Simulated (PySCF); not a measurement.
Compound: C5H8OSi.
Atom-mapped SMILES: `[SiH3:1][CH2:2][c:3]1[cH:4][cH:5][o:6][cH:7]1` (hydrogens: H8, H9, H10 on Si1; H11, H12 on C2; H13 on C4; H14 on C5; H15 on C7)

Cartesian coordinates in Å at the PBE0-D3(BJ)/def2-SVP level; atoms count from 1:
```
atom  x, y, z in Å
Si1   -2.3046    0.5870    0.2269
C2    -1.0926   -0.8674    0.1493
C3     0.3061   -0.4175   -0.1156
C4     1.1981    0.2286    0.8085
C5     2.3423    0.4870    0.1163
O6     2.2298    0.0602   -1.1547
C7     1.0013   -0.4831   -1.2909
H8    -2.3231    1.3053   -1.0830
H9    -3.6861    0.0982    0.5325
H10   -1.8886    1.5435    1.2976
H11   -1.4352   -1.5607   -0.6353
H12   -1.1518   -1.4185    1.1026
H13    1.0031    0.4633    1.8531
H14    3.2873    0.9504    0.3878
H15    0.7544   -0.8791   -2.2728
```

Level: PBE0/pcSseg-1 and CAM-B3LYP/def2-SVPD in PySCF, non-relativistic, on one gas-phase PBE0-D3(BJ)/def2-SVP geometry that isn't relaxed in the solvent. The solvent is an IEF-PCM continuum (cavity from Bondi-type radii × 1.2). Only the electrostatic response of the medium enters.

Gas phase at PBE0/pcSseg-1: HOMO -6.51 eV, LUMO 0.30 eV, dipole 0.71 D.

Problem. What does the continuum do to the energy, the frontier levels and the dipole at PBE0/pcSseg-1 in tetrahydrofuran and dichloromethane?

Solution. 
| solvent | ε | E(solvent) − E(gas) (kcal/mol) | polarisation term (kcal/mol) | distortion of the solute (kcal/mol) | HOMO (eV) | LUMO (eV) | dipole (D) |
| --- | --- | --- | --- | --- | --- | --- | --- |
| tetrahydrofuran | 7.426 | -2.76 | -3.01 | 0.25 | -6.49 | 0.31 | 0.97 |
| dichloromethane | 8.93 | -2.88 | -3.15 | 0.27 | -6.49 | 0.31 | 0.98 |

Polarisation term: ½ Σ q·V over the induced surface charges. Distortion: the rise of the solute's own energy as its density leaves the gas-phase optimum. From tetrahydrofuran to dichloromethane the lowering changes by a factor 1.04, Onsager's factor (ε − 1)/(2ε + 1) by 1.04 and ε itself by 1.2.

Problem. Which ESP-fitted charges (PBE0/pcSseg-1) respond most in dichloromethane (means over atoms taken as equivalent)?

Solution. 
| atoms | environment | gas (e) | solvent (e) | change |
| --- | --- | --- | --- | --- |
| C4 | aromatic CH carbon | -0.373 | -0.415 | -0.042 |
| O6 | furan-type oxygen | -0.149 | -0.175 | -0.026 |
| H13 | aromatic hydrogen | +0.213 | +0.237 | +0.024 |
| Si1 | SiH3 silicon | +0.537 | +0.555 | +0.018 |
| C3 | substituted aromatic carbon | +0.141 | +0.125 | -0.016 |
| C5 | aromatic CH next to a ring oxygen | -0.024 | -0.009 | +0.015 |
| H15 | aromatic hydrogen | +0.179 | +0.192 | +0.013 |
| C2 | sp3 carbon bound to silicon | -0.419 | -0.409 | +0.010 |

Problem. Which Mayer bond orders change most in dichloromethane?

Solution. 
| bond | length (Å) | gas | solvent | change |
| --- | --- | --- | --- | --- |
| C3–C4 | 1.438 | 1.247 | 1.237 | -0.010 |
| C5–O6 | 1.345 | 1.087 | 1.078 | -0.009 |
| O6–C7 | 1.350 | 1.060 | 1.052 | -0.008 |
| C2–H11 | 1.102 | 0.942 | 0.936 | -0.006 |
| Si1–C2 | 1.895 | 0.906 | 0.910 | +0.004 |
| C2–C3 | 1.493 | 1.025 | 1.029 | +0.004 |
| C2–H12 | 1.103 | 0.932 | 0.928 | -0.004 |
| Si1–H8 | 1.494 | 0.945 | 0.942 | -0.003 |

Gas phase at CAM-B3LYP/def2-SVPD: HOMO -7.79 eV, LUMO 1.14 eV, dipole 0.82 D.

Problem. What does the continuum do to the energy, the frontier levels and the dipole at CAM-B3LYP/def2-SVPD in tetrahydrofuran and dichloromethane?

Solution. 
| solvent | ε | E(solvent) − E(gas) (kcal/mol) | polarisation term (kcal/mol) | distortion of the solute (kcal/mol) | HOMO (eV) | LUMO (eV) | dipole (D) |
| --- | --- | --- | --- | --- | --- | --- | --- |
| tetrahydrofuran | 7.426 | -2.58 | -2.88 | 0.30 | -7.75 | 1.26 | 1.13 |
| dichloromethane | 8.93 | -2.70 | -3.02 | 0.32 | -7.75 | 1.26 | 1.14 |

The atom shares or the degeneracy of the LUMO differ from the gas phase in tetrahydrofuran and dichloromethane, so that column needn't follow one orbital.

Problem. How does the static polarisability (CAM-B3LYP/def2-SVPD, frozen core, with the continuum's full static response) change?

Solution. 
| medium | isotropic (au) | principal values (au) | ⟨r²⟩ of the electrons (bohr²) |
| --- | --- | --- | --- |
| gas | 86.9 | 69.1, 85.7, 106.0 | 1077.2 |
| tetrahydrofuran | 111.8 | 89.6, 114.2, 131.7 | 1077.8 |
| dichloromethane | 113.1 | 90.8, 115.7, 132.7 | 1077.8 |

The isotropic value in dichloromethane is 1.30 times the gas-phase one; no cavity-field correction is applied. ⟨r²⟩ is taken about the centre of nuclear charge.

Cost: about 60 s of CPU time on one thread; the machine was shared, so the figure is rough. This is the whole shielding run at PBE0/pcSseg-1 in dichloromethane, SCF included.
